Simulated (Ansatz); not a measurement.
Program: Ansatz 0.2.0.

`C[SiH2][BH][GeH3]` at its PBE0-D4/def2-TZVP geometry, where that method's forces vanish. The species carries charge 0 and has multiplicity 1.

```
atom   x (Å)   y (Å)   z (Å)
  C1   0.345  -0.965  -1.670
 Si2   1.406  -0.087  -0.397
  B3   0.434   0.523   1.246
 Ge4  -1.611   0.731   1.330
  H5  -0.043  -1.905  -1.271
  H6   0.921  -1.194  -2.569
  H7  -0.506  -0.344  -1.959
  H8   1.926   1.197  -0.971
  H9   2.597  -0.922  -0.062
 H10   1.059   0.796   2.230
 H11  -2.159  -0.631   1.817
 H12  -2.260   1.000  -0.041
 H13  -2.111   1.803   2.315
```

For each bond, give half the difference of the two atoms' forces along it (eV/Å; positive pushes the atoms apart) under PBE-D4, r2SCAN-D4, B3LYP-D4, ωB97M-V in def2-TZVPP. (An estimate is asked.)

The calculation gave: 
```csv
bond,length (Å),PBE-D4,r2SCAN-D4,B3LYP-D4,ωB97M-V
C1–Si2,1.875,0.01,0.01,0.14,0.07
C1–H5,1.093,0.11,-0.01,-0.04,-0.04
C1–H6,1.092,0.10,-0.02,-0.04,-0.04
C1–H7,1.092,0.11,-0.01,-0.05,-0.04
Si2–B3,2.004,-0.13,-0.02,0.01,0.07
Si2–H8,1.499,0.14,0.01,-0.09,-0.14
Si2–H9,1.492,0.10,-0.01,-0.09,-0.13
B3–Ge4,2.057,-0.09,-0.01,0.10,0.09
B3–H10,1.197,0.11,-0.01,-0.15,-0.15
Ge4–H11,1.546,0.13,-0.02,0.00,-0.09
Ge4–H12,1.541,0.09,-0.04,-0.01,-0.07
Ge4–H13,1.539,0.09,-0.04,-0.01,-0.09
```

B3LYP here is the variant with VWN-RPA as its local correlation; programs differ in this.
